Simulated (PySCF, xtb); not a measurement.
BaI2, SMILES [I][Ba][I].

GFN2-xTB (xtb 6.7.1) at its own geometry gives an orbital gap of 2.45 eV and a dipole moment of 6.19 D.

Coordinates come from a B3LYP-D3(BJ)/def2-SVP optimisation. The def2 effective core potentials stand for the cores of Ba, I; spin–orbit coupling is left out.

What does PBE/def2-TZVPD in PySCF give? (The exact figures need the calculation; the answer reports its results.)

gap 3.00 eV (levels -5.76 and -2.76 eV), dipole 5.86 D.
